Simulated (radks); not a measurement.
Results of a calculation; reference values are marked as such.
All-electron atom: B in [He] 2s2 2p1 (the NIST ground configuration). Level of theory: scalar-relativistic Kohn-Sham, PBE, spin-unpolarised, spherical densities, finite nucleus; Fermi nuclear charge, rms radius 2.406 fm (a radial shooting solver on a logarithmic mesh with Libxc functionals).

Normalised radial functions P(r) = r R(r), r in bohr:

```
   r/bohr * 1s, o 2s (the largest magnitude, 1.57, reaches the edge; | marks zero, & curves that meet)
  0.01541                             |o   *
  0.01912                             |o    *
  0.02373                             | o     *
  0.02922                             | o      *
  0.03626                             | o        *
  0.04501                             |  o         *
  0.05586                             |  o           *
  0.06932                             |   o             *
  0.08604                             |   o               *
   0.1068                             |    o                 *
   0.1325                             |    o                   *
   0.1645                             |    o                    *
   0.2025                             |    o                     *
   0.2513                             |    o                     *
   0.3119                             |   o                    *
   0.3871                             | o                   *
   0.4805                             o                 *
   0.5963                          o  |            *
   0.7401                       o     |        *
   0.9185                    o        |    *
     1.14                  o          | *
    1.404                o            |*
    1.742                 o           *
    2.162                  o          *
    2.683                     o       *
     3.33                       o     *
    4.133                          o  *
     5.13                           o *
    6.366                            o*
    7.901                             &
```

1s: eigenvalue -180.59 eV, 0 radial nodes, <r> = 0.329 bohr, 90 % of the charge inside 0.593 bohr. 2s: eigenvalue -9.443 eV, 1 radial node at r = 0.461 bohr, <r> = 1.95 bohr, 90 % of the charge inside 3.11 bohr.
